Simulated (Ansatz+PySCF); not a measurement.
The numbers below are computed, except where a source is named.
## PySCF 2.14.0 run

```python
from pyscf import gto, scf, cc

mol = gto.M(atom="""
Zr 0.000000 0.000000 0.000000
F 1.094180 1.094180 1.094180
F 1.094180 -1.094180 -1.094180
F -1.094180 1.094180 -1.094180
F -1.094180 -1.094180 1.094180
""", basis='def2-svp', ecp={'Zr': 'def2-svp'}, charge=0, spin=0)
mf = scf.RHF(mol)
mf.kernel()
mycc = cc.CCSD(mf, frozen=4).run()
et = mycc.ccsd_t()
print(mf.e_tot, mycc.e_corr, et, mycc.e_tot + et)
```

The script is written out from the run's settings. The basis set brings a core potential for Zr, so the total leaves out those core electrons.

Output:

- Converged: yes
- Reference energy: -444.29866 hartree
- CCSD correlation energy: -0.99055 hartree
- Triples correction: -0.02285 hartree
- Total energy: -445.31207 hartree

Caution: other spin multiplicities were not run.
